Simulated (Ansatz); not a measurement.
`Sc1sc(-c2sc(-c3sc(S)c4c3OCCO4)c3c2OCCO3)c2c1OCCO2`, relaxed as a singlet with RKS PBE-D4/def2-SVP in Ansatz, starting from the GFN2-xTB geometry. Force threshold 0.03 eV/Å.

Single mean-field runs in def2-SVP are fitted with def2-universal-jkfit.

Start:

```xyz
43

S     2.5699    3.2414    5.5284
C     2.0057    2.2596    4.1924
S     0.9065    2.8687    2.9951
C     0.9304    1.3484    2.1377
C     0.1705    1.1642    0.9568
S     0.1534   -0.3246    0.0490
C    -0.9399    0.3508   -1.1292
C    -1.4254   -0.3693   -2.2482
S    -2.5269    0.3706   -3.3820
C    -2.5913   -1.0795   -4.3340
S    -3.5712   -1.2126   -5.7799
C    -1.8140   -2.0703   -3.7968
C    -1.1530   -1.6686   -2.6133
O    -0.3334   -2.4999   -1.9058
C    -0.5103   -3.8498   -2.2872
C    -0.5396   -3.9854   -3.8120
O    -1.6644   -3.3182   -4.3513
C    -1.2591    1.6553   -0.8122
C    -0.6331    2.1138    0.3595
O    -0.7964    3.3791    0.8467
C    -1.3617    4.2390   -0.1249
C    -2.5388    3.5629   -0.8350
O    -2.1070    2.4246   -1.5562
C     1.7605    0.4479    2.7668
C     2.3683    0.9652    3.9335
O     3.2160    0.2287    4.7245
C     3.1129   -1.1524    4.4354
C     3.1272   -1.3928    2.9236
O     1.9886   -0.8191    2.3126
H     3.2738    2.2502    6.0720
H    -3.1592   -2.4514   -6.0417
H     0.3292   -4.4003   -1.8625
H    -1.4533   -4.2345   -1.8741
H     0.3819   -3.5573   -4.2297
H    -0.6312   -5.0301   -4.1127
H    -0.5990    4.5084   -0.8678
H    -1.6879    5.1315    0.4101
H    -3.2874    3.2655   -0.0887
H    -2.9929    4.2332   -1.5653
H     2.1804   -1.5524    4.8567
H     3.9682   -1.6302    4.9144
H     4.0401   -0.9516    2.4998
H     3.0931   -2.4587    2.6954
```

```
         step  energy (eV)  largest force component (eV/Å)  SCF passes
            1  -85253.8332                           0.967          23
            2  -85254.0624                           0.374          22
            3  -85254.0973                           0.118          21
            4  -85254.1029                           0.304          21
            5  -85254.1089                           0.109          21
            6  -85254.1221                           0.090          22
 7 (rejected)  -85254.1177                           0.141          21
            8  -85254.1243                           0.053          22
            9  -85254.1295                           0.218          21
           10  -85254.1421                           0.129          21
           11  -85254.1595                           0.123          22
12 (rejected)  -85254.1565                           0.622          22
           13  -85254.1696                           0.079          21
           14  -85254.1775                           0.133          21
           15  -85254.1867                           0.226          21
16 (rejected)  -85254.1811                           0.224          22
           17  -85254.1947                           0.074          21
           18  -85254.1988                           0.109          21
           19  -85254.2023                           0.085          21
20 (rejected)  -85253.7211                           1.514          26
           21  -85254.2044                           0.018          22
           22  -85254.2046                           0.065          22
           23  -85254.2048                           0.023          15
```

Force components are those of the run's own axes.

End:

Cartesian coordinates in Å:
```
S 2.9172 3.2066 5.4578
C 2.2170 2.2173 4.1908
S 1.0768 2.8772 3.0297
C 0.9829 1.3641 2.1391
C 0.1809 1.2027 0.9611
S 0.1482 -0.2967 0.0363
C -0.9675 0.3700 -1.1532
C -1.4661 -0.3978 -2.2572
S -2.6333 0.2349 -3.4098
C -2.6886 -1.2741 -4.3062
S -3.7716 -1.4976 -5.6667
C -1.8419 -2.2167 -3.7316
C -1.1536 -1.7195 -2.5841
O -0.2728 -2.4780 -1.8623
C -0.4250 -3.8730 -2.1342
C -0.5186 -4.1212 -3.6347
O -1.6681 -3.4834 -4.1984
C -1.2802 1.6906 -0.8257
C -0.6426 2.1539 0.3561
O -0.8199 3.4164 0.8457
C -1.3971 4.2948 -0.1253
C -2.5632 3.6241 -0.8422
O -2.1239 2.4698 -1.5648
C 1.8074 0.4122 2.7437
C 2.5058 0.8892 3.8938
O 3.3571 0.1060 4.6110
C 3.2209 -1.2823 4.2949
C 3.1130 -1.5019 2.7909
O 1.9443 -0.8642 2.2706
H 2.0117 2.9329 6.4518
H -2.9118 -1.1325 -6.6719
H 0.4618 -4.3797 -1.7063
H -1.3392 -4.2603 -1.6277
H 0.4050 -3.7460 -4.1336
H -0.6213 -5.2033 -3.8480
H -0.6223 4.5987 -0.8663
H -1.7379 5.1943 0.4234
H -3.3436 3.3312 -0.1026
H -3.0153 4.3101 -1.5846
H 2.3176 -1.6982 4.7988
H 4.1179 -1.7886 4.7023
H 4.0209 -1.1020 2.2829
H 3.0188 -2.5801 2.5567
```

By distances, no bond broke or formed. The bond that changes most is S11–H31, from 1.33 to 1.37 Å (atoms count from 1).

The force fell under the threshold at step 21, but the optimiser went on. No frequencies were taken in this run, so the end may be a saddle point.

Run time 99 s (2 threads of AMD EPYC 7R13 on a shared host and a share (18 GiB) of an NVIDIA H100 80GB HBM3), peak host memory 1.1 GiB.
